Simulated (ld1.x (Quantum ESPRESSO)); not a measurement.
# Reading a pseudo-wave (hafnium)

Columns: radius, all-electron u(r) and pseudo u(r) of the 5d shell (level -3.50 eV) of hafnium in the configuration [Xe] 4f14 5d2 6s1.5 6p0.5; LDA (PZ), scalar-relativistic, TM scheme, ld1.x (Quantum ESPRESSO) 7.5.

```csv
r (bohr),all-electron,pseudo
0.152,0.1543,0.0031
0.305,-0.1948,0.0241
0.458,-0.2591,0.0750
0.610,-0.0838,0.1577
0.762,0.1403,0.2644
0.915,0.3342,0.3804
1.068,0.4771,0.4878
1.220,0.5723,0.5728
1.372,0.6299,0.6301
1.525,0.6597,0.6612
1.678,0.6690,0.6706
1.830,0.6641,0.6650
1.982,0.6496,0.6499
2.135,0.6286,0.6287
2.288,0.6036,0.6036
2.440,0.5763,0.5763
2.592,0.5479,0.5479
2.745,0.5189,0.5189
2.898,0.4900,0.4900
3.050,0.4619,0.4619
3.202,0.4346,0.4346
3.355,0.4081,0.4081
3.508,0.3827,0.3827
3.660,0.3585,0.3585
3.812,0.3356,0.3356
3.965,0.3137,0.3137
```

(1) How many radial nodes do the two functions have?

(2) At about which radius was the pseudo-wave matched?

(3) Where does each function peak?

(4) Is the pseudo-wave norm-conserving?

Results:

(1) The all-electron 5d function has n − l − 1 = 2; the pseudo-wave has 0, since the states of the same l below it are removed with the core.

(2) 2.35 bohr. The columns agree to 0.0005 from 1.98 bohr on; several derivatives are matched, so the curves merge somewhat inside the radius.

(3) Outermost all-electron maximum near 1.68 bohr, pseudo maximum near 1.68 bohr (to the table’s step).

(4) Yes: the TM scheme keeps the norm inside the radius equal to the all-electron one, which fixes the energy derivative of the logarithmic derivative at the level.
